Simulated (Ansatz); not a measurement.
A CCSD(T) single point on C2H8BrGaGeOZn (`[CH3][GeH2][Ga]([CH2]O)[Zn][Br]`).

```yaml
crystal:
  periodic: [false, false, false]
  atoms:
    - {symbol: C, position_ang: [0.460099, -2.413632, -1.360614]}
    - {symbol: Ge, position_ang: [1.555997, -1.020680, -0.511173]}
    - {symbol: Ga, position_ang: [0.275862, 0.823201, 0.486170]}
    - {symbol: C, position_ang: [-1.715524, 0.815358, 0.382875]}
    - {symbol: O, position_ang: [-2.208153, 1.979457, 1.028043]}
    - {symbol: Zn, position_ang: [1.167061, 2.764726, 1.645720]}
    - {symbol: Br, position_ang: [2.018684, 4.577333, 2.729057]}
    - {symbol: H, position_ang: [-0.139817, -1.985481, -2.164582]}
    - {symbol: H, position_ang: [-0.210910, -2.865953, -0.629413]}
    - {symbol: H, position_ang: [1.098420, -3.193255, -1.778278]}
    - {symbol: H, position_ang: [2.438107, -1.678580, 0.575679]}
    - {symbol: H, position_ang: [2.536455, -0.452040, -1.563647]}
    - {symbol: H, position_ang: [-2.016177, 0.772321, -0.675153]}
    - {symbol: H, position_ang: [-2.091759, -0.106360, 0.852580]}
    - {symbol: H, position_ang: [-3.168345, 1.983597, 0.982716]}
basis:
  gaussian: {orbitals: def2-TZVPP}
correlation: {method: ccsd_t, frozen_orbitals: {Br: 9, C: 1, Ga: 9, Ge: 9, H: 0, O: 1, Zn: 9}}
output: {orbitals: {seedname: orbitals}}
```

```sh
$ ansatz run in.yaml --threads 5 --pin off --events-out ev --progress --plain --max-ram 66560MiB --backend cuda --devices 0, --max-vram 37GiB
```

Log, shortened:

```
Functional definition: HF
2611 factors; integrals over basis functions are off by at most 1.0e-3 eV
mean field evaluation 1: about -231406.0971 eV, gradient 4.4e1 eV
mean field evaluation 2: about -231406.4363 eV, gradient 4.4e1 eV
mean field evaluation 4: about -231411.7891 eV, gradient 6.1e0 eV
mean field evaluation 8: about -231411.8894 eV, gradient 8.3e-1 eV
mean field evaluation 16: about -231411.8908 eV, gradient 3.0e-6 eV
mean field -231411.89081028 eV, -8504.2301306645 hartree, gradient 3.0e-6 eV, S^2 0.000000; 0 other end points of the search recorded, 0 dependent functions left out
39 core orbitals not correlated: weight in the atoms' cores, before any rotation towards them, 1.000 or more for the frozen orbitals, at most 0.000 for the correlated occupied ones
reference -231411.89081028 eV, -8504.2301306645 hartree; 39, 39 occupied and 335, 335 virtual orbitals, 2611 factors
second order -50.30088149 eV of doubles, -0.00000000 eV of singles
cycle   1  -48.36896902 eV  change     1.9e0 eV  update   1.7e-1
cycle   2  -49.80277951 eV  change    -1.4e0 eV  update   5.7e-2
cycle   3  -50.04786286 eV  change   -2.5e-1 eV  update   2.6e-2
cycle   4  -50.01775007 eV  change    3.0e-2 eV  update   7.7e-3
cycle   5  -50.00487049 eV  change    1.3e-2 eV  update   3.0e-3
cycle   6  -50.00774739 eV  change   -2.9e-3 eV  update   1.0e-3
cycle   7  -50.00760851 eV  change    1.4e-4 eV  update   3.9e-4
cycle   8  -50.00701020 eV  change    6.0e-4 eV  update   1.3e-4
cycle   9  -50.00706929 eV  change   -5.9e-5 eV  update   5.0e-5
perturbative correction -1.83266137 eV, -0.0673490630 hartree
Total energy: -231463.73054094 eV, -8506.1352056279 hartree
```

Hardware: 5 threads of an AMD EPYC 7R13 on a shared host and a share of an NVIDIA H100 80 GB. Wall time 44 s, peak host memory 1.4 GiB.

Correlation energy per correlated electron: -0.665 eV. T1 diagnostic: 0.0117.
